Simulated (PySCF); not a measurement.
Ga(Cl)2(SiH3) (Cl2GaH3Si), SMILES [SiH3][Ga]([Cl])[Cl].

The structure is a stationary point at B3LYP-D3(BJ)/def2-SVP. The structure was generated by enumeration; whether it is a known compound was not checked.

Calculation: PySCF with C-PCM-M06-2X/def2-SVP.

The values are the electrostatic part of the solvation free energy, E(continuum) − E(gas) at the gas-phase geometry, in a cavity of scaled van der Waals radii (PySCF's table); cavitation and dispersion terms are not included. A continuum can't describe solvent molecules that bind to the metal. In vacuum the orbital gap is 8.13 eV. The dipole moment in vacuum is 2.67 D.

Q: Estimate the values in water (ε = 78.36), 2-propanol (ε = 19.26), n-hexane (ε = 1.88). (An estimate is asked for; the answer gives what the named calculation found.)

A: 
```csv
solvent,ε,ΔG(elec) (kcal/mol),dipole (D),gap (eV)
water,78.36,-5.8,3.38,8.38
2-propanol,19.26,-5.5,3.35,8.37
n-hexane,1.88,-2.5,2.97,8.25
```
